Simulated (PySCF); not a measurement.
## Fractional electron number in Fe (iron, neutral)

The 4s beta orbital of [Ar] 3d6 4s2 is emptied in steps (occupation f), with all orbitals relaxed, ending at [Ar] 3d6 4s1. Calculation: PySCF 2.14, in jorge-DZP-DKH (8s6p2d1f, 43 functions); scalar relativity by spin-free X2C-1e. The exact energy is a straight line in f; departures are measured from the line between the end points of the same method.

```
   f  BHandHLYP (eV)
   1           0.000
0.75          -0.309
 0.5          -0.420
0.25          -0.324
   0           0.000
```

```
   method  E(f=0) − E(f=1) (eV)  −ε at f=1 (eV)  −ε at f=0.5 (eV)
BHandHLYP                 7.632           6.012             7.593
```

Orbital energy along the path (eV):

```
   f  BHandHLYP
   1     -6.012
0.75     -6.785
 0.5     -7.593
0.25     -8.458
   0     -9.371
```

Reference removal energy between the ground levels: 7.902 eV (measured; NIST Atomic Spectra Database, ionization energies). The calculation has no spin-orbit coupling.
